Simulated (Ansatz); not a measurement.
Bond stretch in SMILES CO[Si](C)(OC)OC. The Si3–C17 bond (Si3 also carries O, O, O; C17 carries H, H, H) is varied alone, starting from the PBE0/def2-SVP optimised geometry.

RKS-PBE0 = restricted PBE0/def2-SVP (Ansatz, a program for electronic structure); UKS-PBE0 = unrestricted PBE0/def2-SVP in Ansatz.

Energies relative to the lowest point of each curve near equilibrium, in kJ/mol:

| R / Å | RKS-PBE0 |
|---|---|
| 1.74 | 16.3 |
| 1.82 | 1.6 |
| 1.86 | 0.0 |
| 1.91 | 2.2 |
| 1.99 | 13.2 |
| 2.23 | 77.2 |
| 2.43 | 144.0 |
| 2.72 | 239.1 |
| 3.07 | 337.6 |
| 3.42 | 415.8 |
| 3.91 | 496.5 |
| 5.43 | 611.5 |

Task: Predict the corresponding UKS-PBE0 column.

Result: 1.74: 16.3; 1.82: 1.6; 1.86: 0.0; 1.91: 2.2; 1.99: 13.2; 2.23: 77.2; 2.43: 144.0; 2.72: 239.1; 3.07: 337.4; 3.42: 393.5; 3.91: 424.2; 5.43: 439.0 (kJ/mol).

The restricted form behind RKS-PBE0 keeps the bonding electrons paired and can't separate into open-shell fragments. The unrestricted determinant behind UKS-PBE0 is spin-contaminated at 3.07 to 5.43 Å (<S²> up to 1.0, against 0.00 for a pure singlet).
